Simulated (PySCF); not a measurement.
B(F)(OH)(OEt) (C2H6BFO2), SMILES CCOB(O)F.

The structure is a stationary point at PBE0-D3(BJ)/def2-SVP. Other conformers were not sampled.

Method: PySCF with PBE/def2-TZVP.

Gas-phase values at a fixed geometry.

The total energy comes out as -354.87343 hartree, the highest occupied level is -7.17 eV and the lowest empty level is -0.16 eV. The orbital gap comes out as 7.01 eV, the dipole moment comes out as 1.73 D and the quadrupole, principal values (traceless, Buckingham form, about the centre of nuclear charge) is -7.21, -0.55, 7.76 D·Å. The mean static polarisability comes out as 47.3 bohr³ (7.01 Å³) and the polarisability, principal values is 41.2, 45.0, 55.7 bohr³.
